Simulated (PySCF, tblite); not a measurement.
Species: C6H10N2SSi.
Z-matrix (Å and degrees, GFN2-xTB geometry), rows numbered from 1:
```
N 
C   1  1.4539
C   2  1.5005  1  111.15
C   3  1.3811  2  122.62  1   -22.07
C   4  1.3947  3  120.20  2  -179.88
C   5  1.3784  4  118.65  3     0.18
N   6  1.3259  5  121.59  4     0.06
C   7  1.3317  6  120.22  5    -0.26
S   8  1.7139  3  126.61  2    -0.53
Si  9  2.2120  8   84.98  3  -179.80
H   1  1.0153  2  109.98  3   -66.06
H   1  1.0136  2  109.98  3   175.41
H   2  1.1035  1  114.15  3   122.65
H   2  1.0965  1  107.84  3  -118.67
H   4  1.0791  3  118.84  2    -0.04
H   5  1.0779  4  120.77  3  -179.92
H   6  1.0807  5  122.56  4  -179.81
H  10  1.4541  9  109.20  8   -72.56
H  10  1.4782  9   96.16  8   179.78
H  10  1.4547  9  109.54  8    72.10
```

Method: PBE0/pcSseg-1 in PySCF (dipole) on a GFN2-xTB geometry, gas phase.

Masses are those of the commonest isotopes; rigid-rotor values at the optimised geometry. The values belong to one conformer with, in the numbering `[NH2:1][CH2:2][c:3]1[cH:4][cH:5][cH:6][n:7][c:8]1[S:9][SiH3:10]`, H–N1–C2–C3 -66° and 175°, N1–C2–C3–C4 -22°, N7–C8–S9–Si10 0°.

Task: What are A, B and C (cm⁻¹)?

Result: Ia = 310.58, Ib = 649.60, Ic = 942.82 u·Å²; 505379 MHz·u·Å²/I gives 1627, 778.0 and 536.0 MHz, that is A = 0.05428, B = 0.02595, C = 0.01788 cm⁻¹.

Task: Classify the top.

Result: An asymmetric top; Ray's κ = -0.557.

Task: Is it planar, by Δ = Ic − Ia − Ib?

Result: Not planar: Δ = Ic − Ia − Ib = -17.37 u·Å². For a rigid frame Δ = −2 Σ m c², so Σ m c² = 8.68 u·Å² lies off the ab plane: 6.77 from hydrogen and 1.92 from heavier atoms. The atom farthest from that plane is 1.40 Å away.

Task: Which lines would a microwave search look for?

Result: The dipole components are |μa| = 3.07 D, |μb| = 1.38 D, |μc| = 0.65 D. Intensities carry the squares of the components, which stand as 1.00 : 0.20 : 0.04 (a : b : c). Some lines, for components of 0.1 D or more:

```
type  branch         J(Ka,Kc)    MHz  lower level (cm⁻¹)
   a       Q  2(1,1) ← 2(1,2)    726               0.152
   b       R  1(1,1) ← 0(0,0)   2163               0.000
   c       Q  2(2,1) ← 2(1,1)   2548               0.176
   b       R  2(2,0) ← 1(1,1)   5704               0.072
   c       R  3(3,0) ← 2(2,0)   8779               0.262
   c       R  3(3,1) ← 2(2,1)   8819               0.261
   b       R  4(2,2) ← 3(1,3)   9475               0.270
   b       R  4(3,1) ← 3(2,2)  10245               0.392
   c       R  4(4,0) ← 3(3,0)  12052               0.555
   b       R  4(4,0) ← 3(3,1)  12057               0.555
```

Task: Estimate the classical rotational partition function at 25 K, 50 K and 298.15 K.

Result: Point group C1, symmetry number σ = 1; q = (√π/σ)·√((kT/h)³/(ABC)), k/h = 20836.6 MHz/K: 25600 at 25 K, 72400 at 50 K, 1050000 at 298.15 K.

Its GFN2-xTB frequencies are all real (lowest 47 cm⁻¹). Zero-point vibration and centrifugal distortion are left out. A rigid rotor knows nothing of inversion at nitrogen or internal rotation, which can split or shift real lines. Quadrupole hyperfine structure (14N) is left out.
